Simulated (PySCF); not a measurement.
F₄Se, charge +1, sextet, geometry from GFN2-xTB of the parent state (a state made from the parent by changing its charge; the spin is typed, not shown lowest); M062X/STO-3G in PySCF.

Here is a job for PySCF.
```python
from pyscf import gto, scf, dft

mol = gto.M(
    atom='''
Se    0.001759    0.000731    0.275805
F     0.733330    1.013486   -0.796471
F     1.483986   -1.077010    0.261507
F    -0.743397   -1.017666   -0.781672
F    -1.480565    1.078430    0.274707
''',
    basis='sto-3g',
    charge=1,
    spin=5,
    verbose=3,
)

mf = dft.UKS(mol)
mf.xc = 'm062x'
mf.kernel()
mf.analyze()
```

It wrote (shortened):

```
SCF not converged.
SCF energy = -2767.3492417635 after 50 cycles  <S^2> = 8.7602099  2S+1 = 6.0034023
**** MO energy ****
                             alpha | beta                alpha | beta
MO #1   energy= -451.591245183844  | -451.587028166446  occ= 1 | 1
MO #2   energy= -57.3831781247206  | -57.3800518911672  occ= 1 | 1
MO #3   energy= -52.6117832156562  | -52.6094751553255  occ= 1 | 1
MO #4   energy= -52.6115547627932  | -52.6058087806696  occ= 1 | 1
MO #5   energy= -52.6108910444724  | -52.6056630642375  occ= 1 | 1
MO #6   energy= -25.3756070445856  | -25.3669448815094  occ= 1 | 1
MO #7   energy= -25.3753267010369  | -25.3666609782956  occ= 1 | 1
MO #8   energy= -25.2826896401033  | -25.2699960303029  occ= 1 | 1
MO #9   energy= -25.2816307040043  | -25.2690163048951  occ= 1 | 1
MO #10  energy= -7.88634994107919  | -7.88015308467037  occ= 1 | 1
MO #11  energy= -5.90068233898809  | -5.89663060612612  occ= 1 | 1
MO #12  energy= -5.89659644627544  | -5.88582852142909  occ= 1 | 1
MO #13  energy= -5.89432992413006  | -5.88551107530144  occ= 1 | 1
MO #14  energy= -1.80030601915168  | -1.78920744065208  occ= 1 | 1
MO #15  energy= -1.78618225791473  | -1.77946753026988  occ= 1 | 1
MO #16  energy= -1.78019691802871  | -1.77437546889398  occ= 1 | 1
MO #17  energy= -1.77786741029732  | -1.77385489644719  occ= 1 | 1
MO #18  energy= -1.77198081842958  | -1.76664324373939  occ= 1 | 1
MO #19  energy= -1.68835879712563  | -1.62115669679352  occ= 1 | 1
MO #20  energy= -1.63629594141204  | -1.5658395096483   occ= 1 | 1
MO #21  energy= -1.56036857463996  | -1.45534753815644  occ= 1 | 1
MO #22  energy= -1.54961976834424  | -1.44479452552379  occ= 1 | 1
MO #23  energy= -1.01875340063249  | -0.949001275685748 occ= 1 | 1
MO #24  energy= -0.877055391832412 | -0.796205022617465 occ= 1 | 1
MO #25  energy= -0.862283911242566 | -0.752867298531473 occ= 1 | 1
MO #26  energy= -0.814245449763296 | -0.721177125649042 occ= 1 | 1
MO #27  energy= -0.793335009702046 | -0.695021947351355 occ= 1 | 1
MO #28  energy= -0.762847501233016 | -0.646424797921719 occ= 1 | 1
MO #29  energy= -0.747552375137637 | -0.588484661016898 occ= 1 | 1
MO #30  energy= -0.726690613092685 | -0.579869513757923 occ= 1 | 1
MO #31  energy= -0.696096730444848 | -0.541373782328058 occ= 1 | 1
MO #32  energy= -0.686397137030896 | -0.51133325156821  occ= 1 | 1
MO #33  energy= -0.674168989093634 | -0.43489714868281  occ= 1 | 0
MO #34  energy= -0.668286108935729 | -0.401972656533777 occ= 1 | 0
MO #35  energy= -0.590977930421216 | -0.270450652432814 occ= 1 | 0
MO #36  energy= -0.319659878460748 | -0.0612853107067886 occ= 1 | 0
MO #37  energy= -0.285864303760266 | -0.0309596367483892 occ= 1 | 0
MO #38  energy= -0.114078404934375 | 0.0484071592074479 occ= 0 | 0

To work with the spin densities directly, `use mulliken_meta_spin()` only printing them here.

 ** Mulliken spin pop alpha/beta on meta-lowdin orthogonal AOs **
 ** Mulliken Spin Density (per atom)  **
spin density of  0 Se =      1.47748
spin density of  1 F =      0.72534
spin density of  2 F =      1.03454
spin density of  3 F =      0.72447
spin density of  4 F =      1.03817
 ** Mulliken pop alpha/beta on meta-lowdin orthogonal AOs **
 ** Mulliken atomic charges   ( Nelec_alpha | Nelec_beta ) **
charge of  0Se =      0.63127  (    17.42310     15.94563 )
charge of  1F =      0.09347  (     4.81594      4.09060 )
charge of  2F =      0.09031  (     4.97211      3.93757 )
charge of  3F =      0.09315  (     4.81566      4.09119 )
charge of  4F =      0.09180  (     4.97318      3.93501 )

WARN: System has nonzero charge 1; the dipole moment is origin-dependent.
Location of origin: [0. 0. 0.]

Dipole moment(X, Y, Z, Debye): -0.01188,  0.00311, -1.07006
```

The run did not converge; its last values are not results.
